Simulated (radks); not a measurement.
Q: Rb V, 33 electrons, occupied as [Ar] 3d10 4s2 4p1 5s2 (not the ground configuration). Method: Dirac Kohn-Sham, BLYP, spin-unpolarised, spherical densities, finite nucleus; open shells fill j = l - 1/2 first; Fermi nuclear charge, rms radius 4.2036 fm; computed with a radial shooting solver on a logarithmic mesh with Libxc functionals. Some entries of the table are withheld. Estimate them.

| orbital | occ. | eigenvalue (hartree) | <r> (bohr) |
|---|---|---|---|
| 1s1/2 | 2 | -554.9532 | 0.04029 |
| 2s1/2 | 2 | -76.28778 | 0.1775 |
| 2p1/2 | 2 | -69.44682 | 0.1522 |
| 2p3/2 | 4 | -67.21002 | 0.1563 |
| 3s1/2 | 2 | -13.39380 | 0.5096 |
| 3p1/2 | 2 | -10.94014 | 0.5103 |
| 3p3/2 | 4 | -10.60239 | 0.5206 |
| 3d3/2 | 4 | -6.30245 | 0.5184 |
| 3d5/2 | 6 | -6.24468 | 0.5220 |
| 4s1/2 | 2 | -3.26089 | 1.320 |
| 4p1/2 | 1 | (1) | 1.440 |
| 4p3/2 | 0 | (2) | 1.462 |
| 4d3/2 | 0 | -1.56616 | 1.835 |
| 4d5/2 | 0 | -1.56001 | 1.842 |
| 5s1/2 | 2 | -1.27522 | 2.808 |
| 5p1/2 | 0 | -1.06621 | 3.103 |
| 5p3/2 | 0 | -1.05297 | 3.137 |
| 4f5/2 | 0 | (3) | 2.782 |
| 4f7/2 | 0 | (4) | 2.782 |
| 6s1/2 | 0 | -0.64965 | 4.982 |

A: 
(1) 4p1/2 eigenvalue (hartree): -2.60002
(2) 4p3/2 eigenvalue (hartree): -2.55085
(3) 4f5/2 eigenvalue (hartree): -0.80222
(4) 4f7/2 eigenvalue (hartree): -0.80210
